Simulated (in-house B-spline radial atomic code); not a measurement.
Configurations of the gallium ion Ga⁵⁺, with energies counted from [Ar] 3d8. Level of theory: scalar-relativistic (X2C) HSE06, spin-polarised, spherical fractional occupations, exact exchange averaged over the configuration, Fermi nucleus of rms radius 3.9973 fm; calculated with a B-spline radial code for spherical atoms. Shells without spins written out take the highest spin.

Occupations are held fixed; configurations that lie above the ionisation limit could autoionise.

| configuration | E - E(ref) (eV) | highest orbital | its <r> (bohr) |
| --- | --- | --- | --- |
| [Ar] 3d7 4s1 | 35.437 | 4s up | 1.645 |
| [Ar] 3d7 4p1 | 48.115 | 4p up | 1.81 |
| [Ne] 3s2 3p5 3d9 | 83.524 | 3d down | 0.7113 |
| [Ne] 3s2 3p5 3d8 4s1 | 118.85 | 4s up | 1.643 |

Q: Order these further configurations by energy, lowest first.
A. [Ar] 3d7 4d1
B. [Ne] 3s2 3p5 3d8 4d1
C. [Ar] 3d7 4f1
D. [Ne] 3s2 3p5 3d8 4p1
E. [Ne] 3s2 3p5 3d8 4f1

A: A (66.635 eV), C (81.014 eV), D (131.55 eV), B (150.14 eV), E (164.54 eV).
